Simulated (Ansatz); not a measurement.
A nudged elastic band was laid between two geometries of CdH3NS (6 atoms, charge 0, multiplicity 1).

Computed with Ansatz 0.2.0, RKS r2SCANh/def2-SVP.

```json
{"movable images": "5", "climbing image": "yes", "spring": "5.0 eV/Å²", "optimiser": "quadratic models (default)", "start path": "IDPP", "force threshold": "0.05 eV/Å", "iteration limit": "41", "end points": "relaxed"}
```

Initial state:

```xyz
6
Properties=species:S:1:pos:R:3
N -0.995 -0.257 -1.356
Cd -0.006 0.342 0.282
S 1.009 1.224 2.192
H -1.479 -1.145 -1.242
H -0.403 -0.357 -2.179
H 1.874 0.193 2.303
```

Final state:

```xyz
6
Properties=species:S:1:pos:R:3
N -0.518 -0.849 -1.307
Cd -0.006 0.306 0.251
S 0.727 1.514 2.111
H -1.478 -1.185 -1.273
H -0.403 -0.396 -2.212
H 1.678 0.610 2.429
```

Problem. What changes between the two ends?

Solution. No bond is made or broken. The height of N1 over the plane of its neighbours goes from -0.37 to 0.37 Å.

Problem. Give the energies along the band, and the barrier.

Solution. The forces met the threshold. The highest image is number 3 of 0 to 6, 0.054 eV above the first end and 0.051 eV above the last; the last end lies 0.003 eV above the first. A vibrational analysis at the climbing image gives one clearly imaginary mode, 371i cm⁻¹: a first-order saddle point.

```csv
image,path coordinate (Å),energy (eV),height of N1 over the plane of its neighbours (Å)
0,0.00,0.000,-0.37
1,0.13,0.010,-0.28
2,0.25,0.038,-0.14
3,0.38,0.054,0.00
4,0.50,0.040,0.14
5,0.62,0.014,0.27
6,0.74,0.003,0.37
```

Problem. What is the geometry of the highest image?

Solution. 
```xyz
6
Properties=species:S:1:pos:R:3:forces:R:3
N -0.721 -0.577 -1.310 -0.01 -0.01 -0.02
Cd -0.005 0.343 0.283 0.00 0.00 0.00
S 0.832 1.434 2.161 0.00 0.00 0.00
H -1.479 -1.246 -1.291 0.00 0.00 0.01
H -0.381 -0.436 -2.252 0.01 0.01 0.01
H 1.755 0.481 2.411 0.00 0.00 0.00
```

Problem. What are the harmonic wavenumbers there?

Solution. 371i, 117, 122, 229, 356, 633, 651, 654, 1508, 2715, 3624, 3739 cm⁻¹.

The run took 2.7 min on 1 CPU thread of a shared host.
